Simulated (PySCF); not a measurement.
**Spinor energies of Cu³⁺ (copper, charge +3)**

Start: [Ar] 3d8; 3d3/2 filled at m_j = -3/2, -1/2, +1/2, +3/2; 3d5/2 filled at m_j = -1/2, +1/2, +3/2, +5/2. Calculated with PySCF 2.14 in x2c-SVPall-2c (5s5p3d1f, 42 functions): generalised Hartree-Fock with the X2C-1e Hamiltonian and a Gaussian nucleus; one run each with spin-orbit coupling (SO) switched off, then screened by Boettger's factors.

```
spinor shell  electrons  ε, spin-free (eV)  ε, screened SO (eV)  weight of nominal j (screened SO)  rms radius, screened SO (bohr)
       1s1/2          2            -9096.0              -9095.9                              1.000                          0.0602
       2s1/2          2            -1184.8              -1184.7                              1.000                           0.254
       2p1/2          2            -1025.8              -1040.4                              0.999                           0.226
       2p3/2          4            -1025.8              -1018.6                              0.999                           0.229
       3s1/2          2            -188.43              -188.41                              1.000                           0.763
       3p1/2          2            -138.93              -143.23                              0.832                           0.807
       3p3/2          4            -138.93              -136.79                              0.916                           0.813
       3d3/2          4            -61.838              -61.804                              0.685                           0.945
       3d5/2          4            -61.838              -61.888                              0.729                           0.945
```

```
   quantity    spin-free  screened SO
E (hartree)  -1650.69826  -1650.73480
        M_J            4            4
       ⟨J²⟩       20.004       20.004
       ⟨L²⟩       12.003       12.011
       ⟨S²⟩        2.001        2.000
```

Each row is a mean over spinors that exchange with the open shell spreads, by up to 11.724 eV (3p3/2).

Rows whose weight is well below 1 are mixtures of j = l ± 1/2: exchange outweighs spin-orbit coupling there, and the label is only the starting occupation.

Without spin-orbit coupling the j labels of p, d and f shells carry no meaning; the spin-free column gives the mean over the occupied spinors of each nl shell.
